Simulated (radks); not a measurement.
Spherical quantum dot in the effective-mass picture: electrons in a well V = -V0 / (1 + exp((r - R)/a)) with V0 = 12.3, R = 3.18, a = 0.36, all in effective atomic units (hartree* = m*/eps^2 hartree, bohr* = eps/m* bohr), one dielectric constant everywhere. Calculated with a radial shooting solver with Libxc functionals: non-relativistic Kohn-Sham, PBE, spin-polarised, spherical densities. Levels are named by radial order and angular momentum (1s, 1p, 1d, 2s, ...), and open shells are averaged over m.

N = 7, configuration 1s2 1p(up 3, down 2). This is the lowest configuration that the search found. Occupied and some empty levels:

| level | occupation | eigenvalue (hartree*) | <r> (bohr*) |
|---|---|---|---|
| 1s up | 1 | -8.3139 | 1.620 |
| 1s down | 1 | -8.2820 | 1.616 |
| 1p up | 3 | -7.8241 | 1.844 |
| 1p down | 2 | -7.7891 | 1.844 |
| 1d up | 0 | -7.1527 | 2.008 |
| 1d down | 0 | -7.1174 | 2.010 |
| 2s up | 0 | -6.6348 | 1.578 |
| 2s down | 0 | -6.6151 | 1.578 |
| 1f up | 0 | -6.3388 | 2.143 |
| 1f down | 0 | -6.3045 | 2.145 |

Energy (hartree*): total -67.1821, kinetic 5.5904, external -82.304, Hartree 12.384, exchange-correlation -2.8522.
